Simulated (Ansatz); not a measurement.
BCl, singlet, geometry from GFN2-xTB. Base run: R2SCAN/aug-cc-pVDZ (Ansatz, a quantum-chemistry and plane-wave program).

Here is a job for Ansatz.
Ansatz 0.2 input:
```yaml
crystal:
  periodic: [false, false, false]
  atoms:
    - {symbol: B, position_ang: [-0.00000000, -0.00000000, -1.22002676]}
    - {symbol: Cl, position_ang: [0.00000000, 0.00000000, 0.35883140]}
basis:
  gaussian:
    orbitals: aug-cc-pVDZ
hamiltonian:
  xc: r2scan
```

The base run was repeated with changes; each row names its change, and settings that it needs were set with it.

| change | ΔE vs base (eV) |
|---|---|
| base | 0.00 |
| occupation = up:A1:7 B1:2 B2:1 A2:1 down:A1:7 B1:2 B2:1 A2:1 | 32.50 |
| occupation = up:A1:7 B1:2 B2:2 down:A1:7 B1:2 B2:2 | 0.00 |
| occupation = up:A1:8 B1:1 B2:2 down:A1:8 B1:1 B2:2 | 27.15 |
| symmetry_tolerance_ang = 0.01 | 0.00 |
| occupation = up:A1:8 B1:2 B2:1 down:A1:8 B1:2 B2:1 | 27.15 |
| occupation = up:A1:7 B1:1 B2:2 A2:1 down:A1:7 B1:1 B2:2 A2:1 | 32.50 |
